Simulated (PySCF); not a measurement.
# Electron correlation in Cu (copper, neutral)

[Ar] 3d10 4d1, 2D determinant (an excited configuration). All numbers are calculated (PySCF 2.14, scalar relativity through the core potential, in aug-cc-pVTZ-PP with one added diffuse shell each of s, p, d, f, g type with ECP10MDF (7s7p6d4f3g, 113 functions)). Frozen: 3s2 3p6; 11 electrons correlated.

MP2 pair energies summed by pair of shells (mhartree):

| pair | energy | share (%) |
| --- | --- | --- |
| 3d-3d | -492.41 | 99.8 |
| 3d-4d | -1.10 | 0.2 |

Total MP2 correlation energy: -493.51 mhartree.

Same-spin part -178.49 and opposite-spin part -315.03 mhartree; SCS-MP2 scales them by 1/3 and 6/5 to -437.53 mhartree.
